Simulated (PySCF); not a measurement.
C₅H₆F₂.
Numbering: `[F:1][CH:2]([F:3])[C@H:4]1[CH:5]=[CH:6][CH2:7]1` (hydrogens: H8 on C2; H9 on C4; H10 on C5; H11 on C6; H12, H13 on C7)

The calculation used PBE0-D3(BJ)/def2-SVP geometry optimisation, gas phase (PySCF).

(1) List the bond lengths, angles and torsions at this level.

Answers

(1) 
| bond | length (Å) |
| --- | --- |
| F1–C2 | 1.353 |
| C2–F3 | 1.354 |
| C2–C4 | 1.504 |
| C4–C5 | 1.511 |
| C5=C6 | 1.342 |
| C6–C7 | 1.509 |
| C4–C7 | 1.557 |
| C2–H8 | 1.106 |
| C4–H9 | 1.104 |
| C5–H10 | 1.093 |
| C6–H11 | 1.093 |
| C7–H12 | 1.103 |
| C7–H13 | 1.102 |

A selection of angles:
| angle | degrees |
| --- | --- |
| F1–C2–F3 | 107.7 |
| F1–C2–C4 | 110.2 |
| F1–C2–H8 | 108.3 |
| F3–C2–C4 | 110.1 |
| F3–C2–H8 | 108.1 |
| C4–C2–H8 | 112.4 |
| C2–C4–C5 | 116.1 |
| C2–C4–C7 | 115.2 |
| C2–C4–H9 | 107.7 |
| C5–C4–C7 | 86.0 |
| C5–C4–H9 | 116.0 |
| C7–C4–H9 | 114.9 |
| C4–C5–C6 | 93.8 |
| C4–C5–H10 | 131.8 |
| C6–C5–H10 | 134.4 |
| C5–C6–C7 | 94.4 |
| C5–C6–H11 | 133.5 |
| C7–C6–H11 | 132.2 |
| C6–C7–H12 | 116.6 |
| C6–C7–H13 | 115.9 |
| C4–C7–C6 | 85.8 |
| C4–C7–H12 | 115.2 |
| C4–C7–H13 | 114.1 |
| H12–C7–H13 | 108.1 |

Dihedral angles: F1–C2–C4–C5 -172° (antiperiplanar); C2–C4–C5–C6 116° (anticlinal); C4–C5–C6–C7 1° (synperiplanar); C5–C6–C7–C4 -1° (synperiplanar); C2–C4–C7–C6 -117° (anticlinal).

The 4-membered ring C4–C5–C6–C7 has internal angles of 85.8° to 94.4°; it is planar, 0.00 Å rms from its mean plane, widest ring torsion 1°. The C–C distances run from 1.342 Å (C5=C6, drawn double) to 1.557 Å (C4–C7, drawn single), a spread of 0.215 Å.

Point group: C1 (no symmetry element, even within 0.4 Å). Stationary, but not proved a minimum. The numbers are those of one conformer.

On one thread of an Arm Neoverse V2 (shared host), this took 50 s and 0.50 GiB of memory at its peak. This is the geometry optimisation.
